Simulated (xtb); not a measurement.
A run for xtb: GFN2-xTB on FH2NSi (SMILES N[Si]F), a point of a torsion scan.

```
$ xtb mol.xyz --gfn 2 --opt vtight --chrg 0 --uhf 0 --input xcontrol
5

N     -0.68610133    -0.01155931     0.06413213
Si     0.88176588    -0.63551368     0.41564071
F      1.02077519    -1.10103001     2.02011371
H     -0.88416468     0.98246126     0.16856721
H     -1.40165232    -0.61219385    -0.34437105
$constrain
  force constant=1.0
  dihedral: 4,1,2,3,90.0
$end
```

Program output:

```
[...]
           -------------------------------------------------
          |                Calculation Setup                |
           -------------------------------------------------



           -------------------------------------------------
          |                 G F N 2 - x T B                 |
           -------------------------------------------------

        Reference                      10.1021/acs.jctc.8b01176
      * Hamiltonian:
        H0-scaling (s, p, d)           1.850000    2.230000    2.230000
        zeta-weighting                 0.500000
      * Dispersion:
        s8                             2.700000
        a1                             0.520000
        a2                             5.000000
        s9                             5.000000
      * Repulsion:
        kExp                           1.500000    1.000000
        rExp                           1.000000
      * Coulomb:
        alpha                          2.000000
        third order                    shell-resolved
        anisotropic                    true
        a3                             3.000000
        a5                             4.000000
        cn-shift                       1.200000
        cn-exp                         4.000000
        max-rad                        5.000000


          ...................................................
          :                      SETUP                      :
          :.................................................:
          :  # basis functions                  20          :
          :  # atomic orbitals                  19          :
          :  # shells                            9          :
          :  # electrons                        18          :
          :  max. iterations                   250          :
          :  Hamiltonian                  GFN2-xTB          :
          :  restarted?                      false          :
          :  GBSA solvation                  false          :
          :  PC potential                    false          :
          :  electronic temp.          300.0000000     K    :
          :  accuracy                    1.0000000          :
          :  -> integral cutoff          0.2500000E+02      :
          :  -> integral neglect         0.1000000E-07      :
          :  -> SCF convergence          0.1000000E-05 Eh   :
          :  -> wf. convergence          0.1000000E-03 e    :
          :  Broyden damping             0.4000000          :
          :  net charge                          0          :
          :  unpaired electrons                  0          :
          ...................................................

 iter      E             dE          RMSdq      gap      omega  full diag
   1    -10.4461188 -0.104461E+02  0.116E+01    2.41       0.0  T
   2    -10.4653638 -0.192450E-01  0.675E+00    2.87       1.0  T
   3    -10.4708103 -0.544649E-02  0.491E+00    2.49       1.0  T
   4    -10.4716364 -0.826117E-03  0.216E+00    2.49       1.0  T
   5    -10.4727732 -0.113679E-02  0.363E-01    2.80       1.0  T
   6    -10.4730204 -0.247172E-03  0.219E-01    2.75       1.0  T
   7    -10.4730178  0.260290E-05  0.109E-01    2.79       1.0  T
   8    -10.4730389 -0.211361E-04  0.874E-03    2.77       5.1  T
   9    -10.4730389  0.409247E-07  0.760E-03    2.77       5.9  T
  10    -10.4730389 -0.440538E-07  0.151E-03    2.77      29.5  T
  11    -10.4730389 -0.322493E-08  0.313E-04    2.77     142.9  T
  12    -10.4730389 -0.175380E-09  0.610E-05    2.77     733.1  T

   *** convergence criteria satisfied after 12 iterations ***

         #    Occupation            Energy/Eh            Energy/eV
      -------------------------------------------------------------
         1        2.0000           -0.7920211             -21.5520
       ...           ...                  ...                  ...
         3        2.0000           -0.5537524             -15.0684
         4        2.0000           -0.5150354             -14.0148
         5        2.0000           -0.4791977             -13.0396
         6        2.0000           -0.4715509             -12.8316
         7        2.0000           -0.4686650             -12.7530
         8        2.0000           -0.3901072             -10.6154
         9        2.0000           -0.3389602              -9.2236 (HOMO)
        10                         -0.2371524              -6.4532 (LUMO)
        11                         -0.1371594              -3.7323
        12                         -0.1229186              -3.3448
        13                         -0.0157516              -0.4286
        14                          0.0353345               0.9615
       ...                                ...                  ...
        19                          0.7386026              20.0984
      -------------------------------------------------------------
                  HL-Gap            0.1018079 Eh            2.7703 eV
             Fermi-
[...]
00           -0.5553782             -15.1126
         4        2.0000           -0.5035268             -13.7017
         5        2.0000           -0.4827834             -13.1372
         6        2.0000           -0.4779244             -13.0050
         7        2.0000           -0.4723722             -12.8539
         8        2.0000           -0.3818297             -10.3901
         9        2.0000           -0.3548906              -9.6571 (HOMO)
        10                         -0.2371694              -6.4537 (LUMO)
        11                         -0.1590789              -4.3288
        12                         -0.1073116              -2.9201
        13                         -0.0041824              -0.1138
        14                          0.0183074               0.4982
       ...                                ...                  ...
        19                          0.7679645              20.8974
      -------------------------------------------------------------
                  HL-Gap            0.1177212 Eh            3.2034 eV
             Fermi-level           -0.2960300 Eh           -8.0554 eV

 SCC (total)                   0 d,  0 h,  0 min,  0.002 sec
 SCC setup                      ...        0 min,  0.000 sec (  2.622%)
 Dispersion                     ...        0 min,  0.000 sec (  0.768%)
 classical contributions        ...        0 min,  0.000 sec (  0.295%)
 integral evaluation            ...        0 min,  0.000 sec ( 27.342%)
 iterations                     ...        0 min,  0.000 sec ( 21.384%)
 molecular gradient             ...        0 min,  0.001 sec ( 43.898%)
 printout                       ...        0 min,  0.000 sec (  3.158%)

         :::::::::::::::::::::::::::::::::::::::::::::::::::::
         ::                     SUMMARY                     ::
         :::::::::::::::::::::::::::::::::::::::::::::::::::::
         :: total energy             -10.424336583017 Eh    ::
         :: gradient norm              0.000021548816 Eh/a0 ::
         :: HOMO-LUMO gap              3.203357202316 eV    ::
         ::.................................................::
         :: SCC energy               -10.484209823501 Eh    ::
         :: -> isotropic ES            0.032673459075 Eh    ::
         :: -> anisotropic ES         -0.000531079091 Eh    ::
         :: -> anisotropic XC         -0.004959834968 Eh    ::
         :: -> dispersion             -0.001803582349 Eh    ::
         :: repulsion energy           0.059851693334 Eh    ::
         :: add. restraining           0.000021547151 Eh    ::
         :: total charge              -0.000000000000 e     ::
         :::::::::::::::::::::::::::::::::::::::::::::::::::::

           -------------------------------------------------
          |                Property Printout                |
           -------------------------------------------------

    * Orbital Energies and Occupations

         #    Occupation            Energy/Eh            Energy/eV
      -------------------------------------------------------------
         1        2.0000           -0.8003668             -21.7791
         2        2.0000           -0.6276252             -17.0786
         3        2.0000           -0.5553782             -15.1126
         4        2.0000           -0.5035268             -13.7017
         5        2.0000           -0.4827834             -13.1372
         6        2.0000           -0.4779244             -13.0050
         7        2.0000           -0.4723722             -12.8539
         8        2.0000           -0.3818297             -10.3901
         9        2.0000           -0.3548906              -9.6571 (HOMO)
        10                         -0.2371694              -6.4537 (LUMO)
        11                         -0.1590789              -4.3288
        12                         -0.1073116              -2.9201
        13                         -0.0041824              -0.1138
        14                          0.0183074               0.4982
        15                          0.0662858               1.8037
        16                          0.1315174               3.5788
        17                          0.2301663               6.2631
        18                          0.4665103              12.6944
        19                          0.7679645              20.8974
      -------------------------------------------------------------
                  HL-Gap            0.1177212 Eh            3.2034 eV
             Fermi-level           -0.2960300 Eh           -8.0554 eV

     #   Z          covCN         q      C6AA      α(0)
     1   7 N        2.540    -0.428    31.182     8.293
     2  14 Si       1.525     0.461   186.043    29.076
     3   9 F        0.704    -0.319    12.551     4.183
     4   1 H        0.861     0.138     1.483     1.907
     5   1 H        0.860     0.147     1.420     1.867

 Mol. C6AA /au·bohr⁶  :        604.883693
 Mol. C8AA /au·bohr⁸  :      26080.069338
 Mol. α(0) /au        :         45.326191


Wiberg/Mayer (AO) data.
largest (>0.10) Wiberg bond orders for each atom

 ---------------------------------------------------------------------------
     #   Z sym  total        # sym  WBO       # sym  WBO       # sym  WBO
 ---------------------------------------------------------------------------
Note: The following floating-point exceptions are signalling: IEEE_DENORMAL
normal termination of xtb
     1   7 N    3.136 --     2 Si   1.185     4 H    0.958     5 H    0.951
     2  14 Si   2.319 --     1 N    1.185     3 F    1.089
     3   9 F    1.135 --     2 Si   1.089
     4   1 H    0.981 --     1 N    0.958
     5   1 H    0.978 --     1 N    0.951
 ---------------------------------------------------------------------------

Topologies differ in total number of bonds
Writing topology from bond orders to xtbtopo.mol

molecular dipole:
                 x           y           z       tot (Debye)
 q only:        0.329       0.347      -0.640
   full:       -0.436       0.298      -0.204       1.440
molecular quadrupole (traceless):
                xx          xy          yy          xz          yz          zz
 q only:        4.079       0.272       0.305      -1.554       3.281      -4.384
  q+dip:        2.435       0.715       1.623      -1.773       3.228      -4.058
   full:        1.037       0.786       3.478      -0.818       4.153      -4.515

           -------------------------------------------------
          |                Geometry Summary                 |
           -------------------------------------------------

      molecular mass/u    :       63.1064866
   center of mass at/Å    :        0.5029402      -0.5527656       0.7014640
  moments of inertia/u·Å² :        0.2125368E+02   0.6099151E+02   0.7996660E+02
rotational constants/cm⁻¹ :        0.7931628E+00   0.2763931E+00   0.2108084E+00

 * 3 selected distances

     #   Z          #   Z                                           value/Å
     1   7 N        2  14 Si                                      1.7266382 (max)
     1   7 N        4   1 H                                       1.0096990 (min)
     1   7 N        5   1 H                                       1.0158532

 * 2 distinct bonds (by element types)

   Z      Z             #   av. dist./Å        max./Å        min./Å
   1 H    7 N           2     1.0127761     1.0158532     1.0096990
   7 N   14 Si          1     1.7266382     1.7266382     1.7266382


optimized geometry written to: xtbopt.xyz


           -------------------------------------------------
          | TOTAL ENERGY              -10.424336583017 Eh   |
          | GRADIENT NORM               0.000021548816 Eh/α |
          | HOMO-LUMO GAP               3.203357202316 eV   |
           -------------------------------------------------

------------------------------------------------------------------------
------------------------------------------------------------------------
 total:
 SCF:
 ANC optimizer:
```

The run finished.

Warnings raised: the energy holds the restraint's term.

Cost: roughly 0.07 core-seconds.
